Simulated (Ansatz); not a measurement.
Sn3Cl8. The state is a singlet with charge 0. Geometry r2SCAN-D4/def2-SVP; atoms count from 1.

Cartesian coordinates in Å:
```
Sn -2.018 -1.153 -0.569
Cl -2.660 -0.756 1.652
Cl -3.825 -0.620 -1.957
Cl -1.571 -3.439 -0.795
Sn 0.292 0.405 -1.043
Cl -0.343 2.464 -1.970
Cl 1.639 -0.677 -2.630
Sn 1.809 0.870 1.294
Cl 0.872 2.593 2.571
Cl 4.047 1.409 0.874
Cl 1.758 -1.095 2.573
```

In the def2 sets Sn takes a core potential; there is no spin–orbit coupling.

**Question.** Estimate the Mulliken populations from the PBE0/def2-TZVP orbitals of Ansatz.

**Answer.** 
| atom | charge (e) |
| --- | --- |
| Sn1 | 0.85 |
| Cl2 | -0.30 |
| Cl3 | -0.29 |
| Cl4 | -0.29 |
| Sn5 | 0.61 |
| Cl6 | -0.28 |
| Cl7 | -0.28 |
| Sn8 | 0.85 |
| Cl9 | -0.29 |
| Cl10 | -0.29 |
| Cl11 | -0.30 |
Mulliken values depend strongly on the basis.

**Question.** And the Mayer bond orders between heavy atoms (over 0.3)?

**Answer.** Sn1–Cl2 0.99 (2.35 Å); Sn1–Cl3 1.00 (2.34 Å); Sn1–Cl4 1.00 (2.34 Å); Sn1–Sn5 0.70 (2.83 Å); Sn5–Cl6 1.01 (2.35 Å); Sn5–Cl7 1.01 (2.35 Å); Sn5–Sn8 0.70 (2.82 Å); Sn8–Cl9 1.00 (2.34 Å); Sn8–Cl10 0.99 (2.34 Å); Sn8–Cl11 0.99 (2.34 Å).
